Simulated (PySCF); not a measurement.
CH8O2Si3, SMILES [SiH3][SiH2][SiH2]OC=O. Atoms are numbered in the order given.

```xyz
14

O      0.5317     1.5972     0.5682
C      1.7106     1.3622     0.4137
O      2.2192     0.1468     0.2414
Si     1.1236    -1.2134     0.2547
Si    -0.7761    -0.7570    -1.0464
Si    -2.3343     0.4953     0.1917
H      2.4977     2.1412     0.3965
H      0.7783    -1.4755     1.6774
H      1.9895    -2.3063    -0.2512
H     -1.3479    -2.0621    -1.4978
H     -0.3198    -0.0206    -2.2614
H     -2.2659     1.9329    -0.1742
H     -2.0754     0.3202     1.6466
H     -3.7118    -0.0026    -0.0956
```

Geometry optimised at TPSSh-D3(BJ)/def2-SVP. This is a generated structure with no PubChem entry under its InChIKey; it may be hypothetical. The values are those of a single conformer.

These are PBE/pcSseg-1 run with PySCF values and carry that method's errors.

GIAO shieldings, no solvent; atoms listed in one row are averaged. δ = σ(ref) − σ: ¹⁷O against H2O (σ = 334.3 ppm); ¹³C against TMS (σ = 182.0 ppm); ²⁹Si against TMS (σ = 335.4 ppm); ¹H against TMS (σ = 31.49 ppm), references at their B3LYP-D3(BJ)/def2-TZVP geometries, non-relativistic.

```json
[
 {"nucleus": "¹⁷O", "atoms": "O1", "count": "1", "δ (ppm)": "469.2"},
 {"nucleus": "¹⁷O", "atoms": "O3", "count": "1", "δ (ppm)": "232.5"},
 {"nucleus": "¹³C", "atoms": "C2", "count": "1", "δ (ppm)": "168.2"},
 {"nucleus": "²⁹Si", "atoms": "Si4", "count": "1", "δ (ppm)": "-8.1"},
 {"nucleus": "²⁹Si", "atoms": "Si6", "count": "1", "δ (ppm)": "-104.7"},
 {"nucleus": "²⁹Si", "atoms": "Si5", "count": "1", "δ (ppm)": "-117.4"},
 {"nucleus": "¹H", "atoms": "H7", "count": "1", "δ (ppm)": "8.26"},
 {"nucleus": "¹H", "atoms": "H8, H9", "count": "2", "δ (ppm)": "5.54"},
 {"nucleus": "¹H", "atoms": "H12, H13, H14", "count": "3", "δ (ppm)": "4.05"},
 {"nucleus": "¹H", "atoms": "H11", "count": "1", "δ (ppm)": "3.81"},
 {"nucleus": "¹H", "atoms": "H10", "count": "1", "δ (ppm)": "3.62"}
]
```
